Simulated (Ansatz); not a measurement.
Basis-set extrapolation for CH4BClOSi (`Cl[SiH]1BCO1`) (PBE0-D4/def2-TZVP geometry, frozen core, Ansatz 0.2.0). Multiplicity 1, RHF reference.

```json
{"": "HF", "def2-TZVPP": "-888.289459", "def2-QZVPP": "-888.317765"}
{"": "MP2 correlation", "def2-TZVPP": "-0.793760", "def2-QZVPP": "-0.858795"}
{"": "CCSD(T) correlation", "def2-TZVPP": "-0.875411", "def2-QZVPP": "not run"}
```

Energies in hartree. Use E(X) = E(∞) + A·exp(−7.88·√X) for Hartree–Fock and E(X) = E(∞) + B·X^(−2.97) for correlation, with X = 3 and 4, and add CCSD(T) minus MP2 of the smaller set to the MP2 limit.

What is the CCSD(T) energy at the basis-set limit?

HF limit: -888.317765 + (-0.028306) × 0.13774 = -888.32166. MP2 limit: -0.858795 + (-0.065035) × 0.74074 = -0.90697. Higher-order term: -0.875411 − (-0.793760) = -0.08165. Total: -889.31028 hartree, 381.8 kJ/mol below CCSD(T)/def2-TZVPP.
